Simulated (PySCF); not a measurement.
# How methods differ on the excitation energy of He⁺

He⁺ 1s1 (2S) → He⁺ 2p1 (2P), as a difference of total energies. Computed with PySCF 2.14 in aug-cc-pVTZ with one added diffuse shell each of s, p, d type (5s4p3d, 32 functions), with the non-relativistic Hamiltonian (point nucleus). The calculations carry no spin-orbit coupling.

```tsv
method	excitation energy (eV)	error (eV)
UHF	40.828	+0.014
LDA	39.069	-1.745
PBE	39.974	-0.840
PBE0	40.186	-0.628
r2SCAN	40.360	-0.454
CAM-B3LYP	40.128	-0.686
BP86	39.832	-0.982
MN15	40.866	+0.052
```

Reference: 40.814 eV (measured; NIST levels, between the centres of gravity of the two terms).

The promoted electron is Rydberg-like, and one or two diffuse shells describe it only roughly, which tends to raise the upper state.
